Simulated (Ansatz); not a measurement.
The cluster Sn₆S₁₂, relaxed as a singlet with RKS PBE-D4/def2-SVP in Ansatz, starting from the GFN1-xTB geometry. Force threshold 0.03 eV/Å.

In the def2 sets Sn takes a core potential; there is no spin–orbit coupling. Another isomer (singlet) lies 1.03 eV lower at PBE0-D4/def2-TZVP; other spin states weren't run for this one.

Start:

| atom | x (Å) | y (Å) | z (Å) |
| --- | --- | --- | --- |
| Sn1 | -2.2142 | 2.1544 | 1.4292 |
| Sn2 | 0.2981 | -2.1704 | -3.4784 |
| Sn3 | 1.5672 | -3.1686 | -0.2668 |
| Sn4 | 1.7049 | 1.1606 | 0.1999 |
| Sn5 | -0.4504 | -0.4358 | 3.0841 |
| Sn6 | -0.8669 | -0.4936 | -0.7367 |
| S7 | 1.3034 | -0.0627 | -2.1685 |
| S8 | -1.7601 | -0.8566 | -4.0928 |
| S9 | -0.2948 | 2.9059 | 3.1559 |
| S10 | -2.2955 | -0.3834 | 1.3284 |
| S11 | -1.7774 | 1.7308 | 4.0257 |
| S12 | 3.7909 | 1.9207 | -0.0349 |
| S13 | -0.4620 | 2.0574 | -0.4251 |
| S14 | 2.5773 | -1.6798 | -2.0779 |
| S15 | -2.6082 | -0.1279 | -2.4105 |
| S16 | -0.7138 | -2.9830 | -1.3001 |
| S17 | 1.1933 | 1.5505 | 2.7484 |
| S18 | 1.0080 | -1.1186 | 1.0199 |

Problem. Estimate the energy that the relaxation releases and the steps that it takes.

Solution. 204.3 kJ/mol, in 15 steps; 46 s on 2 threads of AMD EPYC 7R13 on a shared host and a share (18 GiB) of an NVIDIA H100 80GB HBM3. No frequencies were taken in this run, so the end may be a saddle point.

Problem. Does the start keep its bonding and symmetry?

Solution. Bonds lost: Sn2–S7 (atoms count from 1).

Problem. Predict the relaxed structure.

Solution. 
```xyz
18

Sn   -2.319    2.409    1.515
Sn   -0.062   -3.045   -3.609
Sn    1.738   -3.166   -0.393
Sn    1.918    1.335    0.192
Sn   -0.511   -0.629    3.182
Sn   -0.925   -0.370   -0.808
S     1.234    0.151   -2.234
S    -1.367   -0.917   -4.211
S    -0.292    2.920    3.435
S    -2.351   -0.240    1.303
S    -1.924    1.772    4.193
S     4.024    2.145    0.239
S    -0.371    2.206   -0.403
S     2.223   -1.654   -2.567
S    -2.609   -0.339   -2.638
S    -0.779   -2.969   -1.134
S     1.159    1.456    2.935
S     1.213   -1.063    1.003
```
Bond lengths (bridged metal pairs left out): 24 × S–Sn 2.26 to 2.89 Å; 4 × S–S 2.08 to 2.13 Å.
